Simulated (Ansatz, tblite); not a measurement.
Cost and result up the ladder for (NaOH)2 ring (Na₂O₂H₂) (6 atoms). The state is a singlet with charge 0. Geometry: r2SCAN-D4/def2-TZVP.

```xyz
6

Na   -0.190   -0.846   -1.118
O     1.367    0.498   -0.609
Na    0.190    0.846    1.118
O    -1.367   -0.498    0.609
H     2.197    0.800   -0.978
H    -2.196   -0.801    0.978
```

Ansatz on 4 threads of Intel Xeon on a shared host; xTB runs through tblite on one thread. Times are rough, summed over both states, and most runs start from the orbitals of an earlier one. PBE0-D4/def2-TZVP serves as the yardstick here, not as an exact answer. The other state is a triplet.

The xTB rows come from tblite.

xTB has no spin-polarisation term.

| level | functions | wall time |
| --- | --- | --- |
| GFN2-xTB | 18 | 0.011 s |
| GFN1-xTB | 20 | 0.016 s |
| PBE-D4/def2-TZVP | 138 | 4.7 s |
| r2SCAN-D4/def2-TZVP (with forces) | 138 | 8.7 s |
| PBE0-D4/def2-TZVP | 138 | 9.8 s |

Question: Estimate what each level gives for the vertical triplet (eV).

Answer: 
```csv
level,vertical triplet (eV),difference from PBE0-D4/def2-TZVP (eV)
GFN2-xTB,3.22,-1.09
GFN1-xTB,6.15,1.85
PBE-D4/def2-TZVP,3.79,-0.51
r2SCAN-D4/def2-TZVP (with forces),4.10,-0.21
PBE0-D4/def2-TZVP,4.31,0.00
```
